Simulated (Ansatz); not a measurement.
cyclo-(SiH2)4 (Si₄H₈). Charge 0, multiplicity 1. Geometry PBE-D4/def2-SVP; atoms count from 1.

```csv
atom,x (Å),y (Å),z (Å)
Si1,-0.979,-0.442,1.299
H2,-1.929,0.473,2.030
H3,-1.054,-1.811,1.925
Si4,1.232,0.419,1.071
H5,1.440,1.777,1.692
H6,2.313,-0.507,1.568
Si7,0.977,0.447,-1.299
H8,1.041,1.821,-1.914
H9,1.931,-0.456,-2.039
Si10,-1.230,-0.425,-1.071
H11,-1.426,-1.788,-1.685
H12,-2.316,0.490,-1.577
```

Q: Estimate the Mulliken populations from the PBE0/def2-TZVP orbitals of Ansatz.

A: 
| atom | charge (e) |
| --- | --- |
| Si1 | -0.01 |
| H2 | 0.00 |
| H3 | 0.00 |
| Si4 | -0.01 |
| H5 | 0.00 |
| H6 | 0.00 |
| Si7 | -0.01 |
| H8 | 0.00 |
| H9 | 0.00 |
| Si10 | -0.01 |
| H11 | 0.00 |
| H12 | 0.00 |
Mulliken values and Mayer orders depend strongly on the basis.

Q: And the Mayer bond orders between bonded heavy atoms (over 0.3)?

A: Si1–Si4 0.94 (2.38 Å); Si1–Si10 0.94 (2.38 Å); Si4–Si7 0.94 (2.38 Å); Si7–Si10 0.94 (2.38 Å).
